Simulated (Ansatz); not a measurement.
Input for Ansatz (an electronic-structure program): R-CCSD(T)/aug-cc-pVDZ on C2H6N2 (a complex), monomers drawn apart or pushed together.

Ansatz 0.2 input:
```yaml
crystal:
  periodic: [false, false, false]
  atoms:
    - {symbol: N, position_ang: [-0.05341501, 0.00409944, 0.17064993]}
    - {symbol: H, position_ang: [0.64985827, 0.30730519, -0.49366318]}
    - {symbol: H, position_ang: [0.37040848, -0.71429221, 0.74933568]}
    - {symbol: H, position_ang: [-0.79547741, -0.43773557, -0.36034019]}
    - {symbol: C, position_ang: [-0.37127281, 1.25908320, 3.65552485]}
    - {symbol: C, position_ang: [0.30433212, -0.01939456, 3.79825566]}
    - {symbol: N, position_ang: [0.83764009, -1.03542906, 3.87509493]}
    - {symbol: H, position_ang: [-1.31640992, 1.24880083, 4.19893818]}
    - {symbol: H, position_ang: [0.25317350, 2.06154363, 4.04898612]}
    - {symbol: H, position_ang: [-0.55899358, 1.42543476, 2.59283421]}
basis:
  gaussian:
    orbitals: aug-cc-pVDZ
magnetization: {spin_polarized: false}
correlation: {method: ccsd_t, electrons: outside_noble_gas}
scf: {lower_state_search: off}
```

The head of its log:

```
WARN ansatz: RAYON_NUM_THREADS=2 ignored (pool sized by the plan → 2); use --threads N
Functional definition: HF
these checks for a lower state are left out or cut short: stability, starts, cluster_reference, orbital_swaps, neighbouring_geometries, increment
integrals: 0.39 GiB planned
1438 factors; integrals over basis functions are off by at most 8.3e-4 eV
mean field: 0.40 GiB planned
mean field evaluation 1: about -5115.4589 eV, gradient 4.3e1 eV
mean field evaluation 2: about -5115.4611 eV, gradient 4.3e1 eV
mean field evaluation 4: about -5119.8200 eV, gradient 5.3e0 eV
mean field evaluation 8: about -5119.9142 eV, gradient 1.6e-1 eV
mean field -5119.91424516 eV, -188.1533781073 hartree, gradient 1.8e-6 eV, S^2 0.000000; 0 other end points of the search recorded, 0 dependent functions left out
4 core orbitals not correlated
reference -5119.91424516 eV, -188.1533781073 hartree; 12, 12 occupied and 130, 130 virtual orbitals, 1438 factors
```

Q: Give the final energy of this run.

A: -188.8519 hartree (reference determinant -188.1534, T1 diagnostic 0.011).
